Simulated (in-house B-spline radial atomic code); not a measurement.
Binding energies in Ar8+

NIST's tabulated ground configuration is [He] 2s2 2p6; each binding energy is the energy of the ion with one electron taken from that subshell, relaxed, less that of the parent. Level of theory: Dirac-Hartree-Fock, average of configuration, Fermi nucleus of rms radius 3.4274 fm; calculated with a B-spline radial code for spherical atoms. Energies include first-order Breit, QED and recoil terms.

```csv
subshell,X-ray name,binding energy (eV),-ε (eV),relaxation (eV)
1s,K,3391.9,3415.9,20.6
2s,L1,498.2,500.7,2.3
2p1/2,L2,423.2,426.5,3.1
2p3/2,L3,420.9,424.1,3.1
```

Relaxation = -ε minus the binding energy without Breit, QED and recoil terms.

Emission lines follow as differences of binding energies, with λ = 12398.42 eV·Å / E:

| line | holes | energy (eV) | wavelength (Å) |
| --- | --- | --- | --- |
| K-L3 | 1s → 2p3/2 | 2971.0 | 4.1731 |
| K-L2 | 1s → 2p1/2 | 2968.7 | 4.1764 |

Question: What screening constant σ does Moseley's law, E = (3/4)·13.6057 eV·(Z - σ)², need for K-L3?

Answer: σ = 0.94.

Question: What does it cost to remove both a 1s and a 2p3/2 electron?

Answer: 3892.4 eV, which is 79.56 eV more than the two single binding energies together.

Question: What does it cost to remove both a 2s and a 2p1/2 electron?

Answer: 974.51 eV, which is 53.17 eV more than the two single binding energies together.

Question: What does it cost to remove both a 1s and a 2p1/2 electron?

Answer: 3895.3 eV, which is 80.18 eV more than the two single binding energies together.
